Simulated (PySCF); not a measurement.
A structure optimised at PBE-D3(BJ)/def2-SVP, used in a PySCF frequency run:

```
N
H 1 1.0244
C 1 1.4553 2 112.94
H 3 1.1086 1 109.99 2 180.00
H 3 1.1138 4 107.05 1 -122.55
H 3 1.1138 4 107.05 5 -114.90
Al 1 1.7711 2 118.63 3 180.00
Cl 7 2.1050 1 119.81 2 0.00
Cl 7 2.1069 1 119.45 2 180.00
```
Charge 0, spin multiplicity 1.

Problem. Write its SMILES, formula and point group.

Solution. C[NH][Al]([Cl])[Cl], CH4AlCl2N, Cs

Problem. What are its rotational constants (standard atomic weights)?

Solution. 2.5116, 1.6887, 1.0164 GHz
